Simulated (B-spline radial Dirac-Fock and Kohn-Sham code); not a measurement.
ΔSCF core binding energies without Breit or QED terms, calculated with a radial finite-basis atomic code.

A sound run for the Tl⁺ ion, configuration [Xe] 4f14 5d10 6s2: The ground state converged in 11 iterations, with total energy -20274.66086 Ha, virial ratio 1.86406 and highest orbital energy -18.76 eV. ΔSCF binding energies: K (1s) 86013.7 eV, L3 (2p3/2) 12708.7 eV, M5 (3d5/2) 2407.6 eV.

A second run, with one unsound setting: The ground state converged in 11 iterations, with total energy -20271.74023 Ha, virial ratio 1.86404 and highest orbital energy -18.65 eV. ΔSCF binding energies: K (1s) 86012.0 eV, L3 (2p3/2) 12710.3 eV, M5 (3d5/2) 2409.3 eV.

```
iter   energy (Ha)        error
   1   -20270.34288002  2.19e+00
   2   -20270.96932999  2.30e-01
   3   -20271.73825946  2.73e-02
   4   -20271.73987963  1.31e-02
   5   -20271.74020977  1.19e-03
   6   -20271.74022975  3.06e-04
   7   -20271.74023185  7.88e-05
   8   -20271.74023206  4.29e-05
   9   -20271.74023211  8.81e-06
  11   -20271.74023212  3.72e-08
```

Task: Which fault fits the second run best?
A. speed of light below Z
B. tolerance below the noise
C. too few iterations
D. spline order too low

Result: D. The input had order = 3: order is too low for an accurate radial basis.
